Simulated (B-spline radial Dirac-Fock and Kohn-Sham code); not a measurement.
**Cr¹⁸⁺: eigenvalues, ΔSCF and the reference**

System: chromium as Cr¹⁸⁺, configuration [He] 2s2 2p2.

The density-functional columns are spherical, spin-unpolarised Dirac-Kohn-Sham results without Breit or QED terms: −ε is minus the orbital energy of the initial state and ΔSCF the difference of two total energies. The reference in the last column comes from ΔSCF Dirac-Fock with Breit, self-energy and vacuum polarisation, finite nucleus, configuration average. All numbers are from a radial atomic solver, in eV; a selection of levels is shown. The Kohn-Sham columns are given as differences from the reference.

```
level  LDA −ε − DF  LDA ΔSCF − DF  Dirac-Fock
    K       -157.8          +14.6      6953.3
   L1        -39.3           +2.3      1452.3
 L2,3        -49.7           -1.2      1388.6
```

Values without a named source are computed, but for edge energies of neutral atoms, which are taken from tables.
